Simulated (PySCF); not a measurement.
PySCF job for C₃H₇BO₂, SMILES C[C@H]1OCB1O, PBE/pcSseg-1. Coordinates come from a B3LYP-D3(BJ)/def2-SVP optimisation. The structure was generated by enumeration; whether it is a known compound was not checked. Other conformers were not sampled.

```python
import numpy as np
from pyscf import gto, scf, dft
from pyscf.prop.nmr import rks as nmr

mol = gto.M(
    atom='''
    C    -1.75619795   -0.95075022    0.10024045
    C    -0.80028829    0.16429322   -0.29345208
    O    -0.51397919    1.06345384    0.82545069
    C     0.92541692    0.90360701    0.82176233
    B     0.75758691   -0.11166549   -0.38852859
    O     1.51642528   -0.89916798   -1.16720745
    H    -1.34280550   -1.56189707    0.91843535
    H    -2.71756122   -0.53514500    0.44377230
    H    -1.95215543   -1.61186097   -0.75955683
    H    -1.22551129    0.74116288   -1.13961702
    H     1.45195763    1.85840890    0.62383191
    H     1.30330659    0.51099135    1.78625015
    H     2.46168196   -0.86051958   -0.96772315
    ''',
    basis='pcSseg-1',
    charge=0,
    spin=0,
    max_memory=1600,
    verbose=3,
)
mf = dft.RKS(mol, xc='pbe')
mf.grids.level = 3
mf.conv_tol = 1e-10
mf.max_cycle = 100
mf.kernel()
n = nmr.NMR(mf)
n.verbose = 2
n.max_cycle_cphf = 60
sigma = n.kernel()
print('atom   isotropic/ppm   span/ppm')
for i, s in enumerate(sigma):
    w = np.linalg.eigvalsh((s + s.T) / 2)
    print(f'{mol.atom_symbol(i):2s}{i + 1:3d} {w.mean():14.3f} {w[2] - w[0]:11.3f}')
```

Program output:

```
converged SCF energy = -293.453588780002
atom   isotropic/ppm   span/ppm
C   1        161.734      35.813
C   2         92.704     107.311
O   3        292.866      80.804
C   4        106.497     105.471
B   5         39.814     101.289
O   6        144.836     290.175
H   7         29.940       7.470
H   8         29.735       8.870
H   9         30.268       9.989
H  10         26.614       7.131
H  11         26.891       8.520
H  12         26.847       8.774
H  13         25.439      10.445
```

Self-consistency was reached.

Cost: very roughly 40 core-seconds.
